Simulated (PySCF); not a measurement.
C₄H₅O₃ (SMILES C[C]1COC(=O)O1), doublet, geometry from GFN2-xTB. Base run: M062X/3-21G in PySCF.

Here is a job for PySCF.
```python
from pyscf import gto, scf, dft

mol = gto.Mole()
mol.atom = '''
    C    -2.343438    0.719451   -0.089278
    C    -1.016772    0.131084    0.168713
    C    -0.561702   -1.271335   -0.077613
    O     0.847396   -1.143369   -0.124755
    C     1.201217    0.150495    0.024826
    O     2.316758    0.557490    0.023362
    O     0.103199    0.919185    0.177826
    H    -2.388729    1.714259    0.346304
    H    -3.119451    0.093486    0.346234
    H    -2.548062    0.811784   -1.162745
    H    -0.831970   -1.970450    0.727661
    H    -0.926440   -1.693699   -1.028799
'''
mol.basis = '3-21g'
mol.charge = 0
mol.spin = 1
mol.verbose = 4
mol.build()

mf = dft.UKS(mol)
mf.xc = 'm062x'
mf.kernel()
```

Variants of this job, named by their change:

```tsv
change	ΔE vs base (µEh)	grid points	electrons on the grid
base	0.0	147760	52.99999
grids.atom_grid = (30, 110)	376	29496	52.99936
grids.level = 2	113	105320	52.99999
grids.atom_grid = (150, 974)	2.1	960360	53.00000
grids.radi_method = delley	-6.6	157192	52.99999
grids.level = 1	-0.2	48624	53.00003
grids.level = 5	-0.1	418552	53.00000
grids.radi_method = gauss_chebyshev	22.5	144128	52.99999
grids.prune = dft.gen_grid.sg1_prune	-158	66016	53.00003
grids.becke_scheme = stratmann	0.1	147760	53.00000
grids.atom_grid = (99, 590)	2.3	384816	53.00000
```

Open shells are given as the SCF converged; they aren't shown to be the lowest states, and a large step between rows can be another state.
